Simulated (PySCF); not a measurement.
A run for PySCF: R-HF/3-21G on ClGeH3O (SMILES [OH][GeH2][Cl]), a point of a torsion scan.

```python
from pyscf import gto, scf, dft, mp
from pyscf.data.elements import chemcore

mol = gto.M(
    atom='''
    O     1.25216947    0.07743364   -0.44937057
    Ge   -0.38929723   -0.23358558    0.01317911
    Cl   -1.50525912    1.45181489   -0.53339549
    H     1.85866960    0.50026759    0.15436912
    H    -0.48552784   -0.47895982    1.50005125
    H    -0.75896510   -1.41166176   -0.83336633
    ''',
    basis='3-21g',
    charge=0, spin=0, verbose=3, max_memory=1800)
mf = scf.RHF(mol)
mf.conv_tol = 1e-8
mf.max_cycle = 100
mf.kernel()
if not mf.converged:
    mf = mf.newton().run(mf.mo_coeff, mf.mo_occ)
```

Program output:

```
converged SCF energy = -2598.886653079
```

Self-consistency was reached.

Cost: very roughly 0.4 core-seconds.
